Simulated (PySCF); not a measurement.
# Mayer bond orders and bond lengths

1-cyclopentenecarboxylic acid, C6H8O2.
Atom-mapped SMILES: `[O:1]=[C:2]([OH:3])[C:4]1=[CH:5][CH2:6][CH2:7][CH2:8]1` (hydrogens: H9 on O3; H10 on C5; H11, H12 on C6; H13, H14 on C7; H15, H16 on C8)

Cartesian coordinates in Å at the GFN2-xTB level; atoms count from 1:
```xyz
16
C6H8O2 angstrom
O      2.493    1.378    0.696
C      2.013    0.541   -0.030
O      2.750   -0.099   -0.959
C      0.613    0.115   -0.015
C      0.051   -0.820   -0.783
C     -1.398   -0.996   -0.469
C     -1.731    0.223    0.410
C     -0.378    0.715    0.946
H      3.663    0.227   -0.927
H      0.559   -1.407   -1.527
H     -2.012   -1.048   -1.369
H     -1.538   -1.935    0.076
H     -2.187    1.000   -0.204
H     -2.425   -0.024    1.210
H     -0.180    0.340    1.953
H     -0.301    1.800    0.981
```

Bond orders from the PBE0/pcSseg-1 density (PySCF). One conformer (not necessarily the lowest) at the GFN2-xTB geometry, without solvent, vibrations or thermal averaging.

Q: How far do the computed orders between heavy atoms stray from the drawn ones?

A: The largest departure is 0.242, at C4–C5 (drawn double, 1.758). Drawn single, order above 1.12: C2–O3 (1.153).

Q: Set the Mayer orders of the bonds between heavy atoms beside their lengths.

A: 
| bond | drawn as | length (Å) | Mayer order |
| --- | --- | --- | --- |
| O1–C2 | double | 1.207 | 1.953 |
| C2–O3 | single | 1.347 | 1.153 |
| C2–C4 | single | 1.464 | 0.995 |
| C4–C5 | double | 1.334 | 1.758 |
| C5–C6 | single | 1.493 | 1.030 |
| C6–C7 | single | 1.539 | 1.038 |
| C7–C8 | single | 1.537 | 1.022 |
| C8–C4 | single | 1.505 | 1.030 |

Bonds between the same two heavy elements. C–O: lowest C2–O3 (1.153, 1.347 Å), highest O1–C2 (1.953, 1.207 Å). C–C: lowest C2–C4 (0.995, 1.464 Å), highest C4–C5 (1.758, 1.334 Å); in 4 of the 15 pairs the longer bond (by over 0.003 Å) has the higher order (by 0.02 or more).

Q: And the bonds to hydrogen?

A: H–O: 0.93 (1 bond); C–H: 0.93 to 0.99 (7 bonds).

Q: Sum the orders of all bonds at each heavy atom with more than one neighbour and set the sums beside the valence in the SMILES.

A: C2 4.101 (drawn 4), O3 2.081 (drawn 2), C4 3.783 (drawn 4), C5 3.776 (drawn 4), C6 3.939 (drawn 4), C7 3.972 (drawn 4), C8 3.935 (drawn 4). Orders between atoms that aren't bonded are not in these sums.

Mayer orders depend on the basis set.
